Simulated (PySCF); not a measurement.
Energy profile

The step: ZnHOF ([OH][Zn][F]) + H₂ → ZnH₂O ([OH][ZnH]) + HF; bonds formed: Zn1–H5, F2–H4; bonds broken: Zn1–F2, H4–H5 (atoms numbered as in the saddle structure below).

| atom | x (Å) | y (Å) | z (Å) |
| --- | --- | --- | --- |
| Zn1 | 0.0489 | 0.1210 | 0.1655 |
| F2 | -0.2582 | -0.8040 | -1.5716 |
| O3 | -0.2818 | 0.1070 | 1.9111 |
| H4 | 0.4428 | 0.2258 | -1.5742 |
| H5 | 0.8734 | 0.9808 | -1.1286 |
| H6 | -0.8250 | -0.6304 | 2.1978 |

Electronic energies by CCSD(T) at an estimated basis limit (MP2 extrapolated from triple and quadruple zeta, plus CCSD(T) − MP2 in triple zeta), on PBE0-D4/def2-TZVP structures; ZnH$_{3}$OF, singlet; no counterpoise correction. Computed with PySCF 2.14 with density fitting (its default auxiliary sets; JK sets also for MP2 and CCSD(T)) (basis: def2-TZVPP and def2-QZVPP); correlated methods freeze the cores. The 3s and 3p shells of Cu and Zn are frozen; filled d shells are correlated. Extrapolation: Hartree–Fock as exp(−7.88 √X), correlation as X^−2.97.

Give the profile in kJ/mol, counted from the separated reactants. (An estimate is asked for; the value comes from the calculation.)

By the calculation:
```
                                                                                         point  kJ/mol
separated: ZnHOF (linked as [OH][Zn][F]; Zn1, F2, O3, H6; singlet) + H$_{2}$ (H4, H5; singlet)     0.0
                                                                               start structure    -8.7
                                                                                        saddle    97.2
                                                                                 end structure    27.9
  separated: ZnH$_{2}$O (linked as [OH][ZnH]; Zn1, O3, H5, H6; singlet) + HF (F2, H4; singlet)    40.5
```

The T1 diagnostic stays at or below 0.018.

For scale, one of the runs: CCSD(T)/def2-TZVPP, 168 basis functions, launched by `OMP_NUM_THREADS=4 python run.py`. The run took 4.2 min on 4 CPU threads of an Arm Neoverse V2 (shared host), with 1.8 GiB of host memory at its peak.
